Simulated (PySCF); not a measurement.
Computed data sheet: `FC(F)(F)C(F)(F)[C@]1(F)CS1`

Species: C₄H₂F₆S.
Cartesian coordinates in Å at the PBE0-D3(BJ)/def2-SVP level; atoms count from 1:
```
atom  x, y, z in Å
F1    -0.9876    1.4256    0.9127
C2    -1.5324    0.2537    0.5879
F3    -1.6702   -0.4727    1.6824
F4    -2.7301    0.4735    0.0674
C5    -0.6328   -0.4601   -0.4494
F6    -0.7520    0.2172   -1.6010
F7    -1.1117   -1.6993   -0.6219
C8     0.8311   -0.5143   -0.0389
F9     0.9408   -1.0420    1.1960
C10    1.7529    0.5729   -0.4065
S11    2.0177   -1.0030   -1.2781
H12    2.5016    0.8328    0.3487
H13    1.3754    1.4020   -1.0130
```

Some functional groups and rings: sulfide, CF3 group and C–F bond.

From PBE0-D3(BJ)/def2-SVP geometry optimisation, gas phase (PySCF):

| Quantity | Value |
| --- | --- |
| Point group | C1 |
| Rotational constants A, B, C | 1.701, 0.753, 0.714 GHz |

**B3LYP/def2-SVPD ground state and vertical TDDFT (core frozen in the response) (PySCF)**

| Property | Result |
| --- | --- |
| Dipole moment | 2.20 D |
| HOMO energy | -7.51 eV |
| LUMO energy | -1.16 eV |
| HOMO–LUMO gap | 6.35 eV |
| Lowest singlet excitation | 4.91 eV (252 nm, f = 0.000) |
| Strongest line among the 6 lowest singlet transitions | S6 at 7.56 eV (164 nm, f = 0.054) |
| Static isotropic polarisability | 70.7 au |
| Electronic spatial extent ⟨r²⟩ about the centre of nuclear charge | 1627 bohr² |

Monoisotopic mass (most abundant isotopes): 195.9781 u.

S1 lies 1.44 eV below the HOMO–LUMO gap; its leading configuration is HOMO→LUMO, weight 0.99. No computed singlet falls in the visible range (750 to 380 nm, 1.65 to 3.26 eV); S1 lies 1.65 eV above its blue end. With B = h/(8π²I), that is 505.379 GHz u Å² over I, the principal moments of inertia are 297.2, 671.3 and 708.1 u Å² (most abundant isotopes); the inertial defect Ic − Ia − Ib is -260.4 u Å² (zero for a rigid planar frame, negative otherwise). In wavenumbers S1 is 39600 cm⁻¹ (1 eV = 8065.54 cm⁻¹). A dipole of 2.20 D is allowed in C1, and pure rotational transitions are dipole-allowed. The rotational constants make it an asymmetric top with κ = (2B − A − C)/(A − C) = -0.92, nearer the prolate limit (−1).

One conformer stands for the species.
